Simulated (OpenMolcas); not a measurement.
# Co2+: moving the ligands

Co2+ with 4 ligands (sulfide) in tetrahedral coordination (Td) at 2.36 Å. A charge of +1.5 e stands 2.8 Å behind each ligand. Ligand basis ANO-RCC-VDZP.
```
Co    0.0000    0.0000    0.0000
S     1.3625    1.3625    1.3625
S     1.3625   -1.3625   -1.3625
S    -1.3625    1.3625   -1.3625
S    -1.3625   -1.3625    1.3625
```

- Program: OpenMolcas 26.06
- Method: CASSCF
- Basis: ANO-RCC-VDZP [5s4p2d1f]
- Scalar Hamiltonian: DKH2, point nucleus
- Active space: 7 electrons in 5 orbitals (3d)
- State averaging: 2S+1 = 4 even, 10 roots; 2S+1 = 2 even, 40 roots
- Spin-orbit coupling: RASSI with atomic mean-field integrals over the reference wave functions

Runs around this geometry, states (labels of Td). Energies in cm-1 above the lowest state or level, χT in cm3 K/mol; 10Dq and B are least-squares fits to the states below 45000 cm-1, weighted by degeneracy, with a free offset, and given where the rms deviation is under 5 % of |10Dq| (or 100 cm-1) and under 700 cm-1; 10Dq is negative for this site.

```json
{"R (Å)": "2.21", "Ground state": "4A2", "First state of that spin": "4T2 1611", "10Dq": "", "B (rms of fit)": "", "First gap with spin-orbit (degeneracies)": "1434 (4, 4)", "χT at 300 K": "3.515", "First state of another spin": "2E 18686"}
{"R (Å)": "2.36", "Ground state": "4A2", "First state of that spin": "4T2 1273", "10Dq": "", "B (rms of fit)": "", "First gap with spin-orbit (degeneracies)": "1097 (4, 4)", "χT at 300 K": "3.865", "First state of another spin": "2E 18937"}
{"R (Å)": "2.41", "Ground state": "4A2", "First state of that spin": "4T2 1166", "10Dq": "-1214", "B (rms of fit)": "1171 (82)", "First gap with spin-orbit (degeneracies)": "992.0 (4, 4)", "χT at 300 K": "3.994", "First state of another spin": "2A1 18957"}
```

Taking the first state of the same spin as R^-n, n = -ln(1166 / 1611) / ln(2.41 / 2.21) = 3.7 between the shortest and longest distance.

Without dynamic correlation the repulsion within the d shell is too large (B by tens of per cent), so at a given field states of lower spin stand too high. The sulfide ions are held by bare point charges, a crude embedding. Ligand-to-metal charge-transfer states are missing. With oxide or sulfide held by bare charges the field of late divalent 3d ions can come out several times too small, and g and χT far too large. With no ligand orbital active B as a rule stays too high, so bands that hang on it stand too high and its fall with covalency is understated. With metal d orbitals alone and no dynamic correlation the field as a rule comes out too small, by tens of per cent, by up to half for chloride and softer ligands, and the orbital part of g and χT, which goes as 1/10Dq, too large. No measured value stands beside these numbers; the geometry was imposed, not optimised, and the real ion may take another.
